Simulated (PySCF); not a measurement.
# `C[BH2-][BiH3+]`, CH8BBi: coupling constants with relativity

Cartesian coordinates in Å; atom numbers follow the order of the lines, from 1:
```xyz
11

C    -1.521    0.786    0.249
B    -0.944   -0.641   -0.111
Bi    1.668   -0.323   -0.142
H    -2.619    0.646    0.272
H    -1.242    1.164    1.244
H    -1.329    1.568   -0.502
H    -0.969   -1.031   -1.264
H    -0.888   -1.503    0.747
H     2.622    0.173    1.286
H     2.511    0.819   -1.228
H     2.763   -1.675   -0.537
```

Level of theory for the indirect couplings: PBE0/pcJ-1 (dyall-v2z on Bi), gas phase, Gaussian nuclear model, PBE0-D3(BJ)/def2-SVP geometry (PySCF 2.14 with density-fitted X2C routines).

Non-relativistic values:
```
     coupling             atoms  J (Hz)
1J(209Bi,11B)          Bi3 – B2   -40.1
 1J(209Bi,1H)  Bi3 – H9/H10/H11   263.6
2J(209Bi,13C)          Bi3 – C1    -1.0
 2J(209Bi,1H)       Bi3 – H7/H8    -5.4
 3J(209Bi,1H)    Bi3 – H4/H5/H6   111.2
```

**Question.** What do two-component X2C with spin–orbit coupling give?

**Answer.** 
```tsv
coupling	atoms	with spin–orbit (Hz)
1J(209Bi,11B)	Bi3 – B2	-43.2
1J(209Bi,1H)	Bi3 – H9/H10/H11	-887.7
2J(209Bi,13C)	Bi3 – C1	12.5
2J(209Bi,1H)	Bi3 – H7/H8	118.1
3J(209Bi,1H)	Bi3 – H4/H5/H6	258.3
```

The largest listed coupling, 1J(209Bi,1H), ends at -3.37 times its non-relativistic value. Equivalent partners are averaged, as under fast rotation. In the static structure 3J(209Bi,1H) spreads over 598.3, 92.1, 84.6 Hz. Couplings to strongly quadrupolar nuclei (209Bi) are seldom resolved in solution.
